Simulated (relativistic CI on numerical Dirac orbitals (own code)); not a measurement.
Ni⁺ in a cubic cluster: L2,3 absorption with charge transfer

Computed with a charge-transfer multiplet model of a cubic metal-ligand cluster with up to one ligand hole, Slater and spin-orbit integrals from Dirac-Coulomb-Breit ions, Slater integrals scaled by 0.8. The ground state mixes d9 with configurations of k ligand holes L, whose averages lie at kΔ + k(k − 1)U_dd/2; a core hole lowers each added d electron by U_cd. 300 K, Lorentzian 0.4 eV and Gaussian 0.3 eV FWHM.

Atomic integrals in eV (Slater integrals scaled, ζ unscaled), ground: F2dd 9.736, F4dd 6.042, zeta_d 0.072; with the core hole: F2dd 9.736, F4dd 6.042, zeta_d 0.080, zeta_core 11.421.

Cluster parameters (eV): Δ = 8.2, U_dd = 6.1, U_cd = 7.9, 10Dq = 0.4, 10Dq(ligand) = 1.5, final-state hopping factor = 0.9.

| Case | n_d | d9 | d10L | S |
| --- | --- | --- | --- | --- |
| V(eg) = 1.2 eV, V(t2g) = -0.53 eV | 9.02 | 0.98 | 0.02 | 0.50 |
| V(eg) = 1.8 eV, V(t2g) = -0.79 eV | 9.05 | 0.95 | 0.05 | 0.50 |
| V(eg) = 2.1 eV, V(t2g) = -0.92 eV | 9.06 | 0.94 | 0.06 | 0.50 |
| V(eg) = 2.4 eV, V(t2g) = -1.05 eV | 9.08 | 0.92 | 0.08 | 0.50 |
| V(eg) = 2.7 eV, V(t2g) = -1.19 eV | 9.09 | 0.91 | 0.09 | 0.50 |

Weights, n_d and S are thermal averages at 300 K. Photon energies count from the first peak over 30 % of the highest in each spectrum, which can be another peak from case to case. The parameters are a model scan and need not match a compound or its usual spin state. Peaks in eV (height, largest 100):
- V(eg) = 1.2 eV, V(t2g) = -0.53 eV: 0.0 (100), 17.1 (28)
- V(eg) = 1.8 eV, V(t2g) = -0.79 eV: 0.0 (100), 17.1 (32)
- V(eg) = 2.1 eV, V(t2g) = -0.92 eV: 0.0 (100), 17.1 (34)
- V(eg) = 2.4 eV, V(t2g) = -1.05 eV: 0.0 (100), 17.1 (36)
- V(eg) = 2.7 eV, V(t2g) = -1.19 eV: 0.0 (100), 17.1 (37)

Curve for V(eg) = 2.7 eV, V(t2g) = -1.19 eV (points under 2 left out, the grid thinned):

| E (eV) | Intensity |
| --- | --- |
| -1.6 | 2.0 |
| -1.5 | 2.3 |
| -1.4 | 2.7 |
| -1.3 | 3.1 |
| -1.1 | 4.3 |
| -1.0 | 5.3 |
| -0.9 | 6.5 |
| -0.8 | 8.3 |
| -0.7 | 10.9 |
| -0.6 | 14.8 |
| -0.4 | 32.0 |
| -0.3 | 48.9 |
| -0.2 | 71.5 |
| -0.1 | 92.5 |
| 0.0 | 100.0 |
| 0.1 | 88.7 |
| 0.3 | 44.7 |
| 0.4 | 29.2 |
| 0.5 | 19.6 |
| 0.6 | 13.8 |
| 0.7 | 10.2 |
| 0.8 | 7.8 |
| 1.0 | 5.0 |
| 1.1 | 4.2 |
| 1.2 | 3.5 |
| 1.3 | 3.0 |
| 1.4 | 2.6 |
| 1.5 | 2.2 |
| 16.2 | 2.3 |
| 16.4 | 3.7 |
| 16.5 | 5.0 |
| 16.6 | 7.1 |
| 16.7 | 10.5 |
| 16.8 | 16.1 |
| 16.9 | 24.0 |
| 17.1 | 37.5 |
| 17.2 | 35.4 |
| 17.3 | 27.8 |
| 17.4 | 19.2 |
| 17.5 | 12.6 |
| 17.6 | 8.4 |
| 17.8 | 4.2 |
| 17.9 | 3.2 |
| 18.0 | 2.5 |
| 18.1 | 2.0 |

For the case V(eg) = 1.8 eV, V(t2g) = -0.79 eV, Δ = 8.2 eV is larger than U_dd = 6.1 eV, the Mott-Hubbard side of the Zaanen-Sawatzky-Allen scheme.
